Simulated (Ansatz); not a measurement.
Consider the hydrogenolysis of a Ga–C bond: `[GaH2][CH2][GeH3]` + H₂ → `[GaH3]` + `[CH3][GeH3]`.

Calculated with Ansatz (gas phase, PBE0-D4/def2-TZVP geometries, no zero-point term in ΔE). CCSD(T)/CBS adds triple-zeta CCSD(T) − MP2 to the extrapolated MP2 energy (def2 sets, frozen cores). This one scheme is used for every species. For Ga, Ge outer-core shells are correlated without core-valence functions, which leaves a few kJ/mol of doubt a bond. Scalar relativity is left out up to krypton.

```json
{"species": "`[GaH2][CH2][GeH3]`", "MP2/def2-QZVPP energy (Eh)": "-4041.83851"}
{"species": "H₂", "MP2/def2-QZVPP energy (Eh)": "-1.16658"}
{"species": "`[GaH3]`", "MP2/def2-QZVPP energy (Eh)": "-1925.49574"}
{"species": "`[CH3][GeH3]`", "MP2/def2-QZVPP energy (Eh)": "-2117.51219"}
```

**Question.** Work out ΔE.

**Answer.** ΔE = (-1925.49574) + (-2117.51219) − (-4041.83851) − (-1.16658) = -0.00284 Eh = -1.8 kcal/mol. CCSD(T)/CBS gives -3.1 kcal/mol.

Largest T1 diagnostic among the species: 0.013.

Leaving LDA and LC-ωPBE aside and taking each functional with its dispersion term where it has one, the values, not all of them listed here, spread over 4.7 kcal/mol, from B97M-V to revPBE-D4. LDA lies +1.1 kcal/mol from PBE without D4. From PBE to PBE0 (25 % exact exchange), in def2-TZVPP and without D4, ΔE moves by −0.8 kcal/mol.
